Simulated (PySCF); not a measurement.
## A small calculation by hand: dipole moment from atomic charges

B(H)2(SeH) (BH3Se), SMILES [SeH]B. Atoms are numbered in the order given.

```xyz
5

B      0.0252    -1.5601     0.0000
H     -1.0277    -2.1163     0.0000
H      1.0663    -2.1345     0.0000
Se    -0.0461     0.3371     0.0000
H      1.4021     0.5890     0.0000
```
Charge 0, spin multiplicity 1.

Coordinates come from a PBE0-D3(BJ)/def2-TZVP optimisation.

Charges (e) from PySCF with CAM-B3LYP/def2-TZVPD:

```json
[
 {"atom": "B1", "IAO": "-0.195", "ESP fit": "-0.004"},
 {"atom": "H2", "IAO": "0.027", "ESP fit": "0.024"},
 {"atom": "H3", "IAO": "0.024", "ESP fit": "-0.024"},
 {"atom": "Se4", "IAO": "0.096", "ESP fit": "-0.125"},
 {"atom": "H5", "IAO": "0.048", "ESP fit": "0.130"}
]
```

The dipole moment of the full density is 0.63 D.

What dipole moment does each set of point charges give, and which comes closer to that of the density?


μ = Σ q r, and 1 e Å = 4.8032 D.
IAO: Σ q r = (0.056, 0.256, 0.000) e Å, |μ| = 1.26 D.
ESP fit: Σ q r = (0.138, 0.041, 0.000) e Å, |μ| = 0.69 D.
ESP fit comes closer in size. Point charges leave out the atoms' own dipoles (lone pairs, polarised bonds); fits to the potential absorb them, partitions of the density don't.
